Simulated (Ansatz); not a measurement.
Correlation energies of CH5FO2Ti (`[CH3][Ti]([OH])([OH])[F]`) by basis set

```xyz
10

C     1.309    0.642   -0.189
Ti   -0.640   -0.023   -0.169
O    -0.616   -1.593   -1.020
O    -1.073   -0.168    1.550
F    -1.573    1.199   -1.038
H     1.645    0.727   -1.227
H     1.365    1.621    0.295
H     1.952   -0.063    0.344
H    -0.722   -2.513   -0.779
H    -1.648    0.171    2.234
```

The species carries charge 0 and has multiplicity 1. Correlated methods include outer-core shells of Ti, which these sets cover unevenly. Scalar relativity is left out up to krypton. The geometry is a stationary point of PBE0-D4/def2-TZVP. It is one conformer, not always the lowest. Frozen core, restricted reference, the Gaussian-basis code of Ansatz.

| basis | HF (Eh) | MP2 corr. | CCSD corr. | (T) | CCSD(T) total |
| --- | --- | --- | --- | --- | --- |
| def2-SVP | ? | -1.02494 | ? | -0.03798 | ? |
| def2-TZVPP | ? | -1.35096 | -1.36224 | -0.06228 | ? |
| def2-QZVPP | ? | -1.46189 | – | – | – |

(1) Fill in the withheld values. (Estimate.)

Answers

(1) Computed: def2-SVP HF (Eh): -1138.16274; def2-SVP CCSD corr.: -1.04576; def2-SVP CCSD(T) total: -1139.24648; def2-TZVPP HF (Eh): -1138.65426; def2-TZVPP CCSD(T) total: -1140.07878; def2-QZVPP HF (Eh): -1138.68296.
